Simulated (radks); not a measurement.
Neutral hafnium inside a hard spherical wall (all orbitals vanish at R), configuration held at [Xe] 4f14 5d2 6s2 and not refilled when levels cross. Calculated with a radial shooting solver on a logarithmic mesh with Libxc functionals: scalar-relativistic Kohn-Sham, r2SCAN, spin-polarised, spherical densities, finite nucleus; open shells are filled with parallel spins first (spin-orbit coupling, left out, can overturn this in heavy ions); meta-GGA in the generalised Kohn-Sham scheme; Fermi nuclear charge, rms radius 5.347 fm. Eigenvalues in eV for spin up, with the zero of energy where the potential of the charges vanishes at infinity; a dash marks a level that is unbound or too diffuse for the functional's potential to be trusted. A positive occupied level is held by the wall or, in an anion where self-interaction has pushed it up, behind a barrier. The pressure on the wall is -dE/dV.

| R (bohr) | E (hartree) | kinetic (hartree) | e(5p) | e(4f) | e(6s) | e(5d) | e(6p, empty) | e(7s, empty) | pressure (GPa) |
|---|---|---|---|---|---|---|---|---|---|
| free | -15077.7751 | 16516.155 | -37.109 | -17.008 | -5.601 | -3.177 | -1.423 | - | 0 |
| 12 | -15077.7750 | 16516.157 | -37.098 | -16.997 | -5.594 | -3.168 | -1.387 | 1.161 | 0.00167 |
| 10 | -15077.7742 | 16516.165 | -37.038 | -16.936 | -5.551 | -3.116 | -1.269 | 2.299 | 0.0229 |
| 7 | -15077.7506 | 16516.324 | -36.186 | -16.057 | -4.875 | -2.379 | 0.044 | 8.545 | 1.26 |
| 6 | -15077.7018 | 16516.579 | -35.133 | -14.950 | -3.873 | -1.442 | 1.770 | 14.725 | 5.18 |
| 4 | -15077.0548 | 16519.114 | -29.257 | -8.406 | 5.593 | 4.880 | 16.197 | 55.385 | 130 |
| 2.5 | -15071.1446 | 16540.795 | -8.291 | 15.781 | 66.323 | 33.826 | 93.082 | 225.48 | 4560 |
| 2 | -15059.6242 | 16580.300 | 20.940 | 44.455 | 156.17 | 73.463 | 195.67 | 427.43 | 23500 |
| 1.5 | -15015.3578 | 16719.272 | 116.24 | 115.97 | 421.05 | 193.35 | 482.64 | 953.48 | 180000 |
